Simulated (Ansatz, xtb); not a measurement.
This triplet is an excited state, 2.33 eV above the relaxed singlet at the level frozen-core CCSD(T)/cc-pVTZ // PBE0-D3(BJ)/def2-TZVP (Ansatz, a first-principles code).

Species: H$_{3}$GeNS, SMILES `[NH2][Ge][SH]` (excited triplet) (charge 0, multiplicity 3).

Problem. Give a relaxed geometry from xtb with GFN2-xTB.

Solution. This is not unique; one that fits is the end point of this relaxation, one of several conformers (outside a Z-matrix the atoms follow the SMILES, hydrogens last).
Cartesian coordinates (Å) in one orientation:
```xyz
6

N     -1.195     0.052    -0.178
Ge     0.169    -0.499     1.012
S      2.075    -0.543    -0.238
H     -1.696     0.904     0.040
H     -1.872    -0.640    -0.474
H      2.519     0.726    -0.161
```
